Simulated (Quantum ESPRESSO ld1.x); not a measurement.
Numerical settings for neutral iridium, [Xe] 4f14 5d7 6s2. All-electron calculation, scalar-relativistic Kohn-Sham, PBE, spin-unpolarised, spherical densities, point nucleus. Program: ld1.x of Quantum ESPRESSO 7.5. With the defaults (dx = 0.008, xmin = -8.0, rmax = 100, beta = 0.2, tr2 = 1e-14) the mesh has 2119 points, the cycle takes 30 iterations, E = -17827.552281 hartree and the 6s eigenvalue is -0.23267 hartree. The mesh is r = exp(xmin + i dx)/Z up to rmax; beta is the mixing and tr2 the threshold. One setting is changed at a time.

[
 {"change": "dx = 0.08", "mesh points": "213", "iterations": "30", "change of E (mhartree)": "-327.970", "change of e(6s) (mhartree)": "+0.411"},
 {"change": "dx = 0.005", "mesh points": "3391", "iterations": "29", "change of E (mhartree)": "+1.504", "change of e(6s) (mhartree)": "-0.004"},
 {"change": "xmin = -9", "mesh points": "2245", "iterations": "31", "change of E (mhartree)": "-0.102", "change of e(6s) (mhartree)": "0.000"},
 {"change": "xmin = -6", "mesh points": "1869", "iterations": "23", "change of E (mhartree)": "+21.982", "change of e(6s) (mhartree)": "+0.001"},
 {"change": "rmax = 150", "mesh points": "2171", "iterations": "30", "change of E (mhartree)": "0.000", "change of e(6s) (mhartree)": "0.000"},
 {"change": "rmax = 8", "mesh points": "1803", "iterations": "31", "change of E (mhartree)": "+0.650", "change of e(6s) (mhartree)": "+1.315"},
 {"change": "beta = 0.5", "mesh points": "2119", "iterations": "19", "change of E (mhartree)": "+0.001", "change of e(6s) (mhartree)": "0.000"},
 {"change": "beta = 1", "mesh points": "2119", "iterations": "15", "change of E (mhartree)": "+0.007", "change of e(6s) (mhartree)": "0.000"},
 {"change": "tr2 = 0.0001", "mesh points": "2119", "iterations": "10", "change of E (mhartree)": "-93.962", "change of e(6s) (mhartree)": "-1.204"},
 {"change": "tr2 = 1e-06", "mesh points": "2119", "iterations": "13", "change of E (mhartree)": "+7.883", "change of e(6s) (mhartree)": "+0.015"}
]
